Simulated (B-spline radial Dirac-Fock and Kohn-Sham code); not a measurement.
# Isotope-shift constants of the inner levels of Bi

System: atomic bismuth, 1s2 2s2 2p6 3s2 3p6 3d10 4s2 4p6 4d10 4f14 5s2 5p6 5d10 6s2 6p3.

Calculated with an atomic code on a B-spline grid, using first-order field-shift and mass-shift constants from Dirac-Fock ground and hole states with a Fermi nucleus; the mass shift has no relativistic recoil terms. A binding energy shifts by δE = F·δ⟨r²⟩ + (K_N + K_S)·δ(1/M); F is taken for a change of radius at fixed skin thickness and so holds the higher radial moments.

```tsv
level	F (meV/fm²)
K (1s)	-1848
L1 (2s)	-285.2
L2 (2p1/2)	-10.09
L3 (2p3/2)	10.82
M1 (3s)	-65.87
M2 (3p1/2)	-2.437
M3 (3p3/2)	3.172
M4 (3d3/2)	2.970
M5 (3d5/2)	2.797
```

The mass shift is not given and not included below: at this Z its relativistic corrections are large. It matters little for K lines but can be comparable with the field shift of L lines.

Field shifts alone in meV from A = 209 (mass 208.9804 u, rms radius 5.5211 fm); radii from Angeli and Marinova (2013).

| A | mass (u) | radius (fm) | Kα1 | Kα2 | Kβ1 | Lα1 |
| --- | --- | --- | --- | --- | --- | --- |
| 202 | 201.9777 | 5.484 | +759.0 | +750.5 | +755.9 | -3.3 |
| 203 | 202.9769 | 5.4911 | +614.1 | +607.2 | +611.6 | -2.7 |
| 204 | 203.9778 | 5.4934 | ? | ? | ? | ? |
| 205 | 204.9774 | 5.5008 | +415.9 | +411.3 | +414.2 | -1.8 |
| 206 | 205.9785 | 5.5034 | +362.7 | +358.7 | +361.3 | -1.6 |
| 207 | 206.9785 | 5.5103 | +221.5 | +219.0 | +220.6 | -1.0 |
| 208 | 207.9797 | 5.5147 | +131.3 | +129.8 | +130.8 | -0.6 |
| 210 | 209.9841 | 5.53 | -182.8 | -180.8 | -182.1 | +0.8 |
| 212 | 211.9913 | 5.5489 | -572.1 | -565.7 | -569.7 | +2.5 |
| 213 | 212.9944 | 5.5586 | -772.4 | -763.7 | -769.2 | +3.3 |

Q: What are the shifts for A = 204?

A: Kα1 +567.2 meV; Kα2 +560.8 meV; Kβ1 +564.8 meV; Lα1 -2.4 meV.
